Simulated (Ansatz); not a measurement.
C2H5Sb⁻, that is SbH2(vinyl) with one electron more. The state is a doublet with charge -1. Geometry r2SCAN-D4/def2-TZVP, that of the neutral singlet; atoms count from 1.

Cartesian coordinates in Å:
```
Sb 0.3024 -0.2685 -1.6701
H 0.2673 -1.9807 -1.6066
H -1.3358 -0.2566 -2.1731
C -0.1877 -0.0423 0.4057
C 0.4609 0.8188 1.1825
H -0.9871 -0.6523 0.8187
H 1.2654 1.4461 0.8075
H 0.2145 0.9357 2.2354
```

In the def2 sets Sb takes a core potential; there is no spin–orbit coupling. The highest occupied level of the charge -1 doublet lies above zero (up to 2.28 eV). By energy differences it is unbound by 0.96 eV (vertical, against the charge 0 singlet, at PBE0-D4/def2-TZVPD) and held by the finite basis.

Estimate the Mulliken populations from the PBE0/def2-TZVPD orbitals of Ansatz.


```csv
atom,charge (e),spin (α − β)
Sb1,-0.71,0.80
H2,0.05,-0.02
H3,0.05,-0.02
C4,-0.64,0.36
C5,-1.55,0.94
H6,0.71,-0.43
H7,0.69,-0.43
H8,0.39,-0.21
```
Mulliken values depend strongly on the basis. With diffuse functions, as here, like atoms can get unlike values, and bond orders can come out too low or too high.

Where does the spin sit?

Summed by element: Sb 0.80, H -1.11, C 1.30, of 1 unpaired in all. Largest on single atoms: C5 0.94, Sb1 0.80, H7 -0.43.

And the Mayer bond orders between heavy atoms (over 0.3)?

Sb1–C4 1.13 (2.14 Å); Sb1–C5 1.85 (3.06 Å); C4–C5 2.81 (1.33 Å).
